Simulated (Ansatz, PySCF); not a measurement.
Caution: the highest occupied level lies above zero, so the state may not be bound. This triplet is an excited state, 1.12 eV above the relaxed singlet at the level composite: frozen-core CCSD(T) with HF/aug-cc-pVQZ and the correlation energy extrapolated as X^-3 from aug-cc-pVTZ and aug-cc-pVQZ, plus CCSDT(Q) minus CCSD(T) in aug-cc-pVDZ // B3LYP-D3(BJ)/def2-TZVPD (Ansatz, an electronic-structure program).

Cartesian coordinates (Å):
```xyz
3

Al    -0.2922     0.6681     0.0000
Cl     1.7706    -0.2390     0.0000
H     -1.4784    -0.4290     0.0000
```
Charge -1, spin multiplicity 3.

Question: What highest occupied spin orbital and total energy does PBE-D3(BJ)/def2-TZVPD // B3LYP-D3(BJ)/def2-TZVPD (PySCF) give?

Answer: 
```yaml
highest_occupied_spin_orbital: 1.96 eV
total_energy: -19128.45 eV
```
